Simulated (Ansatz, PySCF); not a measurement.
Reaction (SMILES): Cl[Si]Br → Cl[Si]Br as doublet, charge +1 + e-
Structures are relaxed separately at B3LYP-D3(BJ)/def2-TZVP in Ansatz (a quantum-chemistry and plane-wave program). Unstable Hartree-Fock reference: Cl[Si]Br.

Property: adiabatic ionisation energy (0 K, with B3LYP-D3(BJ) harmonic zero-point energies from PySCF), in eV. Valence correlation only, unless marked. Open shells are spin-unrestricted. No spin-orbit coupling. Frozen are the shells of the preceding noble gas and the d and f shells that filled before the atom's block. Non-relativistic. CBS(X,Y): correlation extrapolated as X^-3; Hartree-Fock from the larger set. The bracket is a focal-point correction in the basis named.

| level | program | adiabatic ionisation energy (eV) |
|---|---|---|
| HF-D4/def2-TZVPD | PySCF + dftd4 | 8.50 |

What does RI-MP2/CBS(def2-TZVPPD,def2-QZVPPD)+[CCSD(T)-MP2]/def2-TZVPPD (Ansatz) give?

9.48 eV, so HF-D4/def2-TZVPD differs from it by -0.98 eV.
